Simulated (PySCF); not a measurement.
UHF on Kr³⁺ (krypton, charge +3)

Configuration: [Ar] 3d10 4s2 4p3, high-spin 4S determinant. Calculation: PySCF 2.14, in aug-cc-pVTZ-PP with one added diffuse shell each of s, d, f type with ECP10MDF (7s5p5d3f, 68 functions); a scalar-relativistic core potential.

| Property | Result |
| --- | --- |
| Total energy | -459.602530 hartree |
| One-electron energy | -772.1221 hartree |
| Hartree (Coulomb) energy | 343.5096 hartree |
| Exchange energy | -30.9901 hartree |
| ⟨S²⟩ | 3.7506 |
| ⟨L²⟩ | 0.000 |
| Sum of ⟨r⟩ | 17.74 bohr |
| Sum of ⟨r²⟩ | 20.70 bohr² |

| shell | electrons | mean orbital energy (eV) | rms radius, mean of both spins (bohr) |
| --- | --- | --- | --- |
| 3s α | 1 | -334.81 | 0.567 |
| 3s β | 1 | -333.64 | 0.567 |
| 3p α | 3 | -271.59 | 0.583 |
| 3p β | 3 | -270.27 | 0.583 |
| 3d α | 5 | -142.65 | 0.602 |
| 3d β | 5 | -141.82 | 0.602 |
| 4s α | 1 | -71.547 | 1.57 |
| 4s β | 1 | -60.884 | 1.57 |
| 4p α | 3 | -51.175 | 1.77 |

Energies and moments cover only the electrons outside the core potential.
